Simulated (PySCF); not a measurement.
**Partial charges of `O=S(=O)([O-])[C@@H](F)C(F)(F)F`**

C2HF4O3S (charge -1).
Geometry (GFN2-xTB, Å), atoms numbered from 1 in this order:
```xyz
11
C2HF4O3S angstrom
O      1.6319   -1.2709   -0.8018
S      1.5055    0.0005   -0.1174
O      2.3832    0.1660    1.0202
O      1.3594    1.1592   -0.9665
C     -0.2077   -0.2232    0.6728
F     -0.3884    0.5649    1.7766
C     -1.2094    0.1393   -0.3769
F     -1.3542    1.4507   -0.5530
F     -0.9344   -0.4089   -1.5572
F     -2.4791   -0.3052   -0.0859
H     -0.3013   -1.2696    0.9631
```

Density: PBE0/pcSseg-1 (PySCF); schemes: Mulliken, IAO, Hirshfeld and ESP-fitted. Geometry: GFN2-xTB, one conformer, isolated ion. The pcSseg-1 basis has no diffuse functions, a weakness for an anion.

Task: Give the atomic charges in each scheme.

Result: In e:

```csv
atom,environment,Mulliken,IAO,Hirshfeld,ESP-fitted
O1,oxygen bonded to S,-0.626,-0.966,-0.413,-0.669
S2,sulfonyl sulfur,+1.162,+2.207,+0.423,+1.212
O3,oxygen bonded to S,-0.611,-0.948,-0.408,-0.647
O4,oxygen bonded to S,-0.610,-0.951,-0.402,-0.634
C5,sp3 C–F carbon,-0.053,-0.120,-0.014,-0.176
F6,alkyl fluorine,-0.322,-0.309,-0.124,-0.179
C7,CF3 carbon,+0.770,+0.788,+0.235,+0.551
F8,fluorine of a CF3 group,-0.261,-0.269,-0.099,-0.171
F9,fluorine of a CF3 group,-0.253,-0.267,-0.085,-0.188
F10,fluorine of a CF3 group,-0.320,-0.327,-0.150,-0.252
H11,methine hydrogen,+0.124,+0.160,+0.037,+0.152
```

Mean size of the charges over all atoms: IAO 0.665 e, Mulliken 0.465 e, ESP-fitted 0.439 e, Hirshfeld 0.217 e. Each set sums to the total charge, -1, to within 0.001 e. The ESP scheme fits charges at the nuclei, held to the total charge, to the electrostatic potential on points at 1.4 to 2.0 times the van der Waals radii.

Lowest charge. All schemes agree: Mulliken O1 (-0.626); IAO O1 (-0.966); Hirshfeld O1 (-0.413); ESP-fitted O1 (-0.669).

Highest charge. All schemes agree: Mulliken S2 (+1.162); IAO S2 (+2.207); Hirshfeld S2 (+0.423); ESP-fitted S2 (+1.212).

Task: How closely do the schemes follow one another over all atoms?

Result: Correlation coefficient and root-mean-square difference: IAO with ESP-fitted 0.99, 0.352 e; Mulliken with ESP-fitted 0.98, 0.099 e; Mulliken with IAO 0.98, 0.362 e; Hirshfeld with ESP-fitted 0.97, 0.297 e; Mulliken with Hirshfeld 0.97, 0.315 e; IAO with Hirshfeld 0.96, 0.642 e.

Task: How many electrons does the Hirshfeld scheme count on F10?

Result: Z − q = 9 − (-0.150) = 9.150.

Task: Sum the charges by element, for elements with more than one atom.

Result: 
```tsv
element	atoms	Mulliken	IAO	Hirshfeld	ESP-fitted
O	3	-1.846	-2.865	-1.223	-1.950
C	2	+0.717	+0.668	+0.221	+0.376
F	4	-1.155	-1.171	-0.458	-0.789
```
